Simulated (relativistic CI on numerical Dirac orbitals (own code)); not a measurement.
**Ru³⁺: L2,3 absorption edge**

Computed with this model: Dirac-Coulomb-Breit CI, KLI orbitals optimised for each configuration, model QED (radiative potential, 1s self-energy scaled to tabulated hydrogen-like ionisation energies), valence Slater integrals scaled by 0.8, multiplet model of core-to-valence dipole absorption; configurations [Kr] 4d5 → [He] 2s2 2p5 3s2 3p6 3d10 4s2 4p6 4d6; 80 K; Lorentzian 2.4 eV and Gaussian 0.5 eV FWHM. Energies are those of the free ion, without screening or charge transfer. The branching ratio is the share of the lower-energy edge in the whole absorption, uncertain by about 0.02 where the edges overlap. S is read from ⟨S²⟩ = S(S + 1).

Field parameters in Wybourne normalisation: D4h B²₀ = −7Ds, B⁴₀ = 21(Dq − Dt), B⁴₄ = 21√(5/14) Dq; Oh B⁴₀ = 21Dq, B⁴₄ = √(5/14) B⁴₀; Td as Oh with Dq negative (B⁴₀ = 21Dq, B⁴₄ = √(5/14) B⁴₀). The field is a parameter set, without covalency.

Case D4h, 10Dq = 14150, Ds = 770, Dt = -570 cm⁻¹, the dichroism is that of the ground state at zero temperature, magnetised by exchange field 10 meV on Sz. The dichroism I(Δm = −1) − I(Δm = +1), over the sum of the three polarisations, integrates to -0.0365 on the lower edge and 0.0543 on the upper edge. The branching ratio is 0.798.

Task: Use the orbital sum rule with 5 holes to get ⟨Lz⟩.

Result: For a p → d edge ⟨Lz⟩ = 2 × n_h × (sum of both integrals) in this sign convention = 0.18; the ground state itself has ⟨Lz⟩ = 0.22 and ⟨Sz⟩ = -0.64. The rule assumes one radial integral for both edges, which relativistic orbitals only approach.
